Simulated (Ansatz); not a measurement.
H2O2, charge +1, doublet, geometry from GFN2-xTB (a state made from the parent by changing its charge; the spin is typed, not shown lowest); MP2/def2-SVPD (Ansatz, a program for electronic structure).

Here is a job for Ansatz.
Ansatz 0.2 input:
```yaml
crystal:
  periodic: [false, false, false]
  atoms:
    - {symbol: O, position_ang: [-0.59065691, -0.01900468, 0.25930853]}
    - {symbol: O, position_ang: [0.59065691, 0.01900468, -0.25930853]}
    - {symbol: H, position_ang: [-1.28947104, -0.03417302, -0.46351846]}
    - {symbol: H, position_ang: [1.28947104, 0.03417302, 0.46351846]}
basis:
  gaussian:
    orbitals: def2-SVPD
total_charge: 1
magnetization: {spin_polarized: true, initial_magnetization: 1}
correlation: {method: mp2, electrons: outside_noble_gas}
accuracy: high
```

Output, abridged:

```
Functional definition: HF
1187 factors; integrals over basis functions are off by at most 3.6e-9 eV
mean field evaluation 1: about -4088.1534 eV, gradient 2.2e1 eV
mean field evaluation 2: about -4088.1599 eV, gradient 2.2e1 eV
mean field evaluation 4: about -4089.9385 eV, gradient 1.6e0 eV
mean field evaluation 8: about -4089.9567 eV, gradient 3.6e-4 eV
mean field evaluation 16: about -4089.8455 eV, gradient 1.2e0 eV
mean field -4089.95673027 eV, -150.3031375650 hartree, gradient 2.6e-8 eV, S^2 0.771116; 2 other end points of the search recorded, 0 dependent functions left out
2 core orbitals not correlated
reference -4089.95673027 eV, -150.3031375650 hartree; 7, 6 occupied and 53, 54 virtual orbitals, 1187 factors
second order -10.31942539 eV of doubles, -0.00000000 eV of singles
Total energy: -4100.27615566 eV, -150.6823694535 hartree
```
